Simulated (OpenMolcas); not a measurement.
## O²⁺: from CASSCF to CASPT2

```
Program             : OpenMolcas 26.06
Basis               : ANO-RCC-VTZP [4s3p2d1f]
Scalar Hamiltonian  : DKH2, point nucleus
Active space        : 4 electrons in 4 orbitals (2s 2p)
State averaging     : 2S+1 = 3 even, 6 roots; 2S+1 = 1 even, 11 roots kept (CI in the orbitals of an earlier block); 2S+1 = 5 odd, 1 root; 2S+1 = 3 odd, 9 roots kept (CI in the orbitals of an earlier block); 2S+1 = 1 odd, 8 roots kept (CI in the orbitals of an earlier block)
Spin-orbit coupling : state interaction with AMFI integrals over the reference wave functions, term energies averaged over their components
```

Methods on the same reference wave functions:
A. CASSCF
B. SS-CASPT2, IPEA 0.25 Eh, imaginary shift 0.1 Eh (closed shells correlated: 1s)
C. MS-CASPT2, IPEA 0.25 Eh, imaginary shift 0.1 Eh (closed shells correlated: 1s)

Energies in cm-1 above 2s2 2p2 3P0, the measured ground level; measured values from Moore, Selected Tables of Atomic Spectra, NSRDS-NBS 3, section 11.

```csv
Level,A,B,C,Measured
2s2 2p2 3P0,0.0,0.0,0.0,0.0
2s2 2p2 3P1,106,106,106,113
2s2 2p2 3P2,312,312,313,
2s2 2p2 1D2,22386,20560,20570,20273
2s2 2p2 1S0,40532,42980,43000,43186
2s 2p3 5S* 2,49125,57810,57820,60325
2s 2p3 3D* 2,123670,118910,118920,
2s 2p3 3D* 1,123671,118910,118930,
2s 2p3 3D* 3,123672,118910,118930,
2s 2p3 3P* 0,146324,142720,142740,
2s 2p3 3P* 1,146325,142720,142740,
2s 2p3 3P* 2,146326,142720,142740,
2s 2p3 1D* 2,204808,189260,189280,187054
2s 2p3 3S* 1,211395,199580,199600,197088
2s 2p3 1P* 1,227462,212970,212980,210462
```

Deviations, from unrounded energies. A percentage is the sum of absolute deviations over the sum of measured energies, with the sign that they share, or ± where signs differ.

```json
{"Against measurement": "mean absolute deviation (cm-1)", "Levels": "7", "A": "9300", "B": "1500", "C": "1500"}
{"Against measurement": "fine structure of the ground term (%)", "Levels": "1", "A": "-6.5", "B": "-6.6", "C": "-6.3"}
{"Against measurement": "other terms of the ground configuration (%)", "Levels": "2", "A": "±7.5", "B": "±0.8", "C": "±0.8"}
{"Against measurement": "other configurations (%)", "Levels": "4", "A": "±9.2", "B": "±1.5", "C": "±1.5"}
```

B, C lie about equally close to measurement and A furthest from it. The largest miss of B in the table is 2s 2p3 5S* 2, by -2500 cm-1. The ranking rests on the paired levels alone, and a cruder setting can come out closer through cancelling errors.

Between B and C the level of the table that moves most is 2s 2p3 3D* 3, by 14 cm-1 (lowest in B, highest in C). Moves below CASPT2's spread within the term are not significant.

The two smallest mean deviations differ by little beside CASPT2's spread within terms, so their order carries little weight.

From A to B the spin-free energies of the other terms of 2s2 2p2 shown, above 3P, scale by factors of 0.92 to 1.06.

The lowest spin-free term lies below A's lowest term by 0.073 hartree in B, 0.073 hartree in C.

CASPT2 breaks the degeneracy within a term, and the mean is taken; among the terms shown or strongly mixed into the levels shown the widest spread is 400 cm-1 (2s 2p3 3D*, C). Terms from blocks run as CI alone lack orbitals of their own. Computed and measured levels are paired by configuration, term and J; levels that our copy of the source lacks, or whose pairing is in doubt (as where it misses far off the trend of its configuration), stay unpaired and out of the deviations. Levels of configurations outside the active space are missing. The table leaves out levels that lie high or whose names do not pair safely across all columns.

* marks odd parity.
